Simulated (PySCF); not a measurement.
Isomers of C7H6N2O, one GFN2-xTB conformer each. Single-point energies are computed at PBE0/pcSseg-1 (PySCF, gas phase, no added dispersion term), electronic only.

Task: Rank them by PBE0/pcSseg-1 energy, lowest first (kcal/mol).
A. `Nc1coc2cnccc12`
B. `[CH2:1]=[C:2]([C:3]#[C:4][C:5]#[N:6])[NH:7][C:8]([CH3:9])=[O:10]` with C1–C2–N7–C8 180°, C2–N7–C8–C9 180°
C. `[N:1]#[C:2][c:3]1[n:4][o:5][cH:6][c:7]1[CH:8]1[CH2:9][CH2:10]1` with C6–C7–C8–C9 -36°

Result: A (0.0), B (48.1), C (56.9).

As drawn, the lowest has an N–H bond, which the highest lacks; the highest has a three-membered ring, a C≡N group and an N–O linkage, which the lowest lacks. GFN2-xTB itself gives, in the same order: 0.0, 66.9, 61.2. Both levels put the same isomer lowest; measured from each level's own lowest isomer, the values differ by up to 18.8 kcal/mol (C=C(C#CC#N)NC(C)=O: 66.9 against 48.1).

Task: Which frontier levels, dipoles and rotational constants go with these structures?

Result: 
```csv
SMILES,"HOMO (eV, PBE0/pcSseg-1)",LUMO (eV),dipole (D),"A, B, C (MHz)"
Nc1coc2cnccc12,-6.12,-0.98,4.18,"2779, 1296, 884.4"
C=C(C#CC#N)NC(C)=O,-7.18,-2.10,8.24,"2256, 765.7, 573.7"
N#Cc1nocc1C1CC1,-7.76,-1.68,5.41,"1941, 1191, 783.3"
```
